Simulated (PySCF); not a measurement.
## Tin: a sound run and one with changed settings

Sound run: Sn²⁺ [Kr] 4d10 5s2, Sn³⁺ [Kr] 4d10 5s1. Calculation: PySCF 2.14, in cc-pVDZ-PP with ECP28MDF; scalar relativity through the core potential. The sound run starts from symmetry-adapted Hartree-Fock orbitals and uses a fine grid where one is needed.

Changed run: radial step 0.8 in ln r (0.13 in the sound run). This setting is unsound on purpose.

```
species  method  sound run (hartree)  changed run (hartree)  converged
   Sn²⁺     UHF           -212.57873             -212.57873        yes
   Sn²⁺  r2SCAN           -213.52404             -212.46092        yes
   Sn²⁺   B3LYP           -213.52864             -212.66626        yes
   Sn³⁺     UHF           -211.52979             -211.52979        yes
   Sn³⁺  r2SCAN           -212.40434             -211.30176        yes
   Sn³⁺   B3LYP           -212.39556             -211.52630        yes
```

Ionisation energy of Sn²⁺:

```tsv
method	sound run (eV)	changed run (eV)
UHF	28.543	28.543
r2SCAN	30.469	31.542
B3LYP	30.833	31.020
```

A coarse radial grid mis-integrates the density and the exchange-correlation energy, with errors of either sign; Hartree-Fock needs no grid.

For comparison, NIST gives 30.506 eV between the lowest levels.
